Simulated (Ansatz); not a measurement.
A run for Ansatz (a first-principles code): R-BLYP/def2-TZVPP on BrGeHS (SMILES [SH][Ge][Br]), a point of a torsion scan.

Ansatz 0.2 input:
```yaml
crystal:
  periodic: [false, false, false]
  atoms:
    - {symbol: S, position_ang: [-1.33978032, 0.48510619, 0.48161810]}
    - {symbol: Ge, position_ang: [0.74054318, 0.87316055, -0.32474600]}
    - {symbol: Br, position_ang: [0.82579560, 3.20606299, -0.06114665]}
    - {symbol: H, position_ang: [-1.52444511, -0.58014985, -0.29265103]}
basis:
  gaussian:
    orbitals: def2-TZVPP
hamiltonian:
  xc: {name: BLYP}
scf: {lower_state_search: off}
```

Program output:

```
WARN ansatz: RAYON_NUM_THREADS=1 ignored (pool sized by the plan → 1); use --threads N
Functional definition: BLYP
these checks for a lower state are left out or cut short: stability, starts, cluster_reference, orbital_swaps, neighbouring_geometries, increment
integrals: 0.08 GiB planned
1077 factors; their error is unknown
mean field: 0.49 GiB planned
mean field evaluation 1: about -137418.9706 eV, gradient 3.2e1 eV
mean field evaluation 2: about -137400.7236 eV, gradient 8.2e1 eV
mean field evaluation 4: about -137420.9349 eV, gradient 5.2e0 eV
mean field evaluation 8: about -137420.9931 eV, gradient 1.6e-1 eV
mean field evaluation 16: about -137420.9572 eV, gradient 1.8e-4 eV
mean field -137420.95717852 eV, -5050.1270290402 hartree, gradient 1.8e-6 eV, S^2 0.000000; 0 other end points of the search recorded, 0 dependent functions left out
reference -137420.95746656 eV, -5050.1270396257 hartree; 42, 42 occupied and 110, 110 virtual orbitals, 1077 factors
Total energy: -137420.95746656 eV, -5050.1270396257 hartree
Checks for a lower state left out: stability, starts, cluster_reference, orbital_swaps, neighbouring_geometries, increment
```

The calculation finished and met its thresholds.

Cost: very roughly 1.3 core-seconds.
